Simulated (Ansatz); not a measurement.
Cartesian coordinates in Å:
```
Sn 0.501 -1.116 -1.180
C 0.139 0.729 -0.155
O 0.862 0.853 1.141
Si -0.781 0.872 1.391
H 0.125 -2.398 -0.117
H 2.138 -1.217 -1.652
H -0.502 -1.193 -2.562
H 0.256 1.625 -0.765
H -1.363 2.153 1.845
H -1.374 -0.309 2.054
```

Charge 0, multiplicity 1. Sn: def2 effective core potential.

(1) List the ωB97M-V/def2-TZVPP orbital energies in eV (the Gaussian-basis code of Ansatz). (Estimate.)

Results:

(1) Computed: Occupied: -1807.62, -526.15, -282.67, -148.67, -142.76, -102.82, -102.78, -102.76, -97.32, -97.31, -97.30, -31.17, -30.95, -30.94, -30.84, -30.81, -30.78, -20.56, -17.68, -16.94, -15.12, -13.87, -13.21, -11.97, -11.43, -11.28, -10.12, -9.54. Lowest empty: 0.94, 1.65, 2.13, 2.30, 2.51, 2.87, 3.14, 3.79.
